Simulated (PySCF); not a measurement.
PySCF input for CsF, SMILES [F][Cs], PBE0-D3(BJ)/def2-TZVPD. The structure is a stationary point at PBE0-D3(BJ)/def2-TZVPD. The def2 effective core potentials stand for the cores of Cs; spin–orbit coupling is left out.

```python
import numpy as np
from pyscf import gto, scf, dft, df
from pyscf.hessian import thermo

mol = gto.M(
    atom='''
    Cs    0.00000000    0.00000000   -0.33642019
    F     0.00000000    0.00000000    2.05590115
    ''',
    basis='def2-TZVPD',
    ecp={'Cs': 'def2-tzvp'},
    charge=0,
    spin=0,
    max_memory=1600,
    verbose=3,
)
mf = dft.RKS(mol, xc='pbe0').density_fit(auxbasis='def2-universal-jkfit')
mf.disp = 'd3bj'
mf.grids.level = 3
mf.conv_tol = 1e-11
mf.max_cycle = 100
mf.kernel()

# [left out here: the lines that compute and print the analytic Hessian (its translational invariance restored by hand, since the grid's response is missing), thermochemistry and intensities]
```

Program output:

```
converged SCF energy = -120.002512535821

WARN: DFTD3 does not support analytical Hessian, using finite difference


WARN: Mole.unit (angstrom) is changed to Bohr

Mode                                 0
Irrep
Freq [cm^-1]                      353.5380
Reduced mass [au]                  21.2793
Force const [Dyne/A]                1.5670
Char temp [K]                     508.6625
Normal mode                   x     y     z
       0  Cs                 0.00  0.00 -0.03
       1   F                 0.00  0.00  0.21
temperature 298.1500 [K]
pressure 101325.00 [Pa]
Rotational constants [GHz] inf 5.31235 5.31235
Symmetry number 1
Zero-point energy (ZPE) 0.00081 [Eh]   2114.627 [J/mol]
                           tot       elec      trans        rot        vib
Entropy [J/mol/K]       243.257      0.000    171.394     67.050      4.813
Cv [J/mol/K]             27.347      0.000     12.472      8.314      6.561
Cp [J/mol/K]             35.661      0.000     20.786      8.314      6.561
Internal energy [J/mol]                      3718.434   2478.956   3052.953
Internal energy [Eh]   -119.99899  -120.00251
Enthalpy [J/mol]                             6197.391   2478.956   3052.953
Enthalpy [Eh]          -119.99805
Gibbs free energy [J/mol]                  -44903.793 -17512.024   1617.896
Gibbs free energy [Eh] -120.02567
static polarisability / bohr^3: [[24.154  0.    -0.   ]
 [ 0.    24.154 -0.   ]
 [ 0.    -0.    39.624]]
largest difference of analytic and finite-field dipole derivatives / e: 0.001712221269053682
mode   freq/cm-1   IR/(km/mol)   Raman/(A^4/amu)   depolarisation
   1      353.54       131.398             0.735            0.005
max |gradient| / (hartree/bohr): 0.0002730910798074461
APT charges: [ 0.9647 -0.9642]
```

The calculation finished and met its thresholds.
